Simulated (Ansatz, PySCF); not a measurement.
This PySCF input computes a CCSD(T)/cc-pVDZ energy:

```python
from pyscf import gto, scf, mp, cc as ccmod

mol = gto.M(
    atom='''
    B     0.11461501   -0.08116303   -0.00891888
    F     0.25029899    1.31276599    0.25946197
    N     1.10997189   -1.01132639    0.02940076
    N    -1.29971577   -0.36781594   -0.36551211
    H     2.01701997   -0.59450603    0.22860442
    H    -1.98898921    0.18829659    0.12152804
    H    -1.52558966   -1.34887286   -0.28791619
    ''',
    basis='cc-pvdz',
    charge=-1,
    spin=0,
    verbose=4,
)

mf = scf.RHF(mol)
mf.conv_tol = 1e-10
mf.max_cycle = 100
mf.kernel()
mp2 = mp.MP2(mf, frozen=4).run()
cc = ccmod.CCSD(mf, frozen=4)
cc.max_cycle = 100
cc.kernel()
et = cc.ccsd_t()
print(f'E(CCSD(T)) = {cc.e_tot + et:.9f}')
```

Write an input for the same energy in Ansatz (a first-principles code) and say what it gives.


Ansatz 0.2 input:
```yaml
crystal:
  periodic: [false, false, false]
  atoms:
    - {symbol: B, position_ang: [0.11461501, -0.08116303, -0.00891888]}
    - {symbol: F, position_ang: [0.25029899, 1.31276599, 0.25946197]}
    - {symbol: N, position_ang: [1.10997189, -1.01132639, 0.02940076]}
    - {symbol: N, position_ang: [-1.29971577, -0.36781594, -0.36551211]}
    - {symbol: H, position_ang: [2.01701997, -0.59450603, 0.22860442]}
    - {symbol: H, position_ang: [-1.98898921, 0.18829659, 0.12152804]}
    - {symbol: H, position_ang: [-1.52558966, -1.34887286, -0.28791619]}
basis:
  gaussian:
    orbitals: cc-pVDZ
total_charge: -1
magnetization: {spin_polarized: false}
correlation: {method: ccsd_t, electrons: outside_noble_gas}
```
It gives -235.52654 Eh, and PySCF -235.52654 Eh, a difference of 0.00 mEh.

It need not be the lowest isomer of its formula. Whether it binds its extra electron was not tested at this geometry.
